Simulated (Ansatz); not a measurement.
System: MnO, net charge 0, sextet state. SMILES: [O]=[Mn]
Structure (B3LYP-D3(BJ)/def2-TZVP (Ansatz, an electronic-structure program) minimum search):
```xyz
2

Mn     0.0000     0.0000    -0.3954
O      0.0000     0.0000     1.2356
```
Charge 0, spin multiplicity 6.

Wanted: atomisation energy, in kcal/mol. Set-up: 6-31G* and kin with 6d, 5d where marked; non-relativistic; no spin-orbit coupling; UHF or UKS for open shells; LANL2DZ with its own core potentials from Na on; atomisation electronic, to ground-state atoms. First-principles rows: single points at B3LYP-D3(BJ) geometries (Ansatz).

| level | program | atomisation energy (kcal/mol) |
|---|---|---|
| SVWN5/6-31G* with LANL2DZ past Ar | Ansatz | 144.4 |
| PBE/LANL2DZ | Ansatz | 114.3 |
| PBE/def2-SVP | Ansatz | 120.1 |
| PBE/6-31G* with LANL2DZ past Ar | Ansatz | 122.0 |
| BLYP/6-31G* with LANL2DZ past Ar | Ansatz | 115.4 |
| B3LYP/LANL2DZ | Ansatz | 81.5 |
| B3LYP/def2-SVP | Ansatz | 86.8 |
| B3LYP/6-31G* with LANL2DZ past Ar | Ansatz | 89.1 |
| PBE0/6-31G* with LANL2DZ past Ar | Ansatz | 86.6 |
| PBE/def2-TZVPD | Ansatz | 126.2 |
| r2SCAN-D4/def2-TZVPD | Ansatz + dftd4 | 112.4 |

No value to compare with is used here. The 9 habitual levels span 81.5 (B3LYP/LANL2DZ) to 144.4 kcal/mol (SVWN5/6-31G* with LANL2DZ past Ar); PBE/def2-TZVPD gives 126.2.

The levels are drawn from those run, B3LYP/6-31G* more often than the rest, none by its result; left out are runs that failed, that the program found above a lower state of the same kind, or whose <S^2> lies over 0.5 above the pure value.
